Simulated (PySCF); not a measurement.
# CuO at B97-3

Computed with B97-3; basis Cu def2-TZVPP, O def2-TZVPP; no relativity; PySCF 2.14.

| Property | Result |
| --- | --- |
| state | ²Π (doublet), unpaired electrons π ↑ |
| bond length | 1.776 Å |
| harmonic wavenumber | 574 cm⁻¹ |
| force constant | 2.47 mdyn/Å |
| rotational constant Be | 0.4189 cm⁻¹ |
| anharmonicity ωexe | 3.47 cm⁻¹ |
| vibration–rotation constant αe | 0.00408 cm⁻¹ |
| well depth De to Cu (3d10 4s1) + O | 256 kJ/mol |
| dissociation energy D0 | 252 kJ/mol |
| bond order (Mayer) | 1.11 |
| dipole moment (positive dipole means Cu(−)O(+)) | -4.81 D |

The state is the lowest single determinant that the PBE0 search found; with open d or f shells the true ground state can be another one.
